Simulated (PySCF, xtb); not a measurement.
(Z)-2,3-difluorobut-2-ene (C₄H₆F₂), SMILES C/C(F)=C(\C)F.

GFN2-xTB (xtb) at its own geometry gives an orbital gap of 4.93 eV and a dipole moment of 4.14 D.

The structure is a stationary point at B3LYP-D3(BJ)/def2-SVP.

### Question
What does M06-2X/def2-TZVP (PySCF) give? (The exact figures need the calculation; the answer reports its results.)

### Answer
gap 9.74 eV (levels -8.05 and 1.69 eV), dipole 3.14 D.
